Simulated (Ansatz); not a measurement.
`[SiH3][In]([Cl])[Cl]` and `C[CH2][In]([Cl])[Cl]` differ in one atom or group.

Ansatz, PBE0-D4/def2-TZVP geometries, multiplicity 1. Each molecule was computed in one conformer, which needn't be the lowest.

Elements past krypton have def2 core potentials.

```tsv
property	`[SiH3][In]([Cl])[Cl]`
LUMO energy (B3LYP/def2-TZVPP) / eV	-2.38
size of the dipole moment (B3LYP/def2-TZVPP) / D	3.88
HOMO–LUMO gap (PBE0/def2-TZVPP) / eV	6.15
LUMO energy (PBE0/def2-TZVPP) / eV	-2.16
HOMO energy (B3LYP/def2-TZVPP) / eV	-8.06
LUMO energy (ωB97M-V/def2-TZVPP) / eV	-0.52
```

**Question.** Give the same properties after the change, and the shifts. (Best estimate.)

**Answer.** The calculation gave: 
```tsv
property	`C[CH2][In]([Cl])[Cl]`	shift
LUMO energy (B3LYP/def2-TZVPP) / eV	-1.90	0.48
size of the dipole moment (B3LYP/def2-TZVPP) / D	4.09	0.21
HOMO–LUMO gap (PBE0/def2-TZVPP) / eV	6.57	0.42
LUMO energy (PBE0/def2-TZVPP) / eV	-1.59	0.57
HOMO energy (B3LYP/def2-TZVPP) / eV	-7.94	0.12
LUMO energy (ωB97M-V/def2-TZVPP) / eV	0.06	0.58
```

With PBE0 the HOMO rises by 0.14 eV and the LUMO rises by 0.57 eV, so the gap widens by about 0.43 eV. PBE moves the HOMO by 0.16 eV and ωB97M-V by 0.04 eV. Dipoles are sizes alone; their direction can turn.

B3LYP here is the variant with VWN-RPA as its local correlation; programs differ in this.
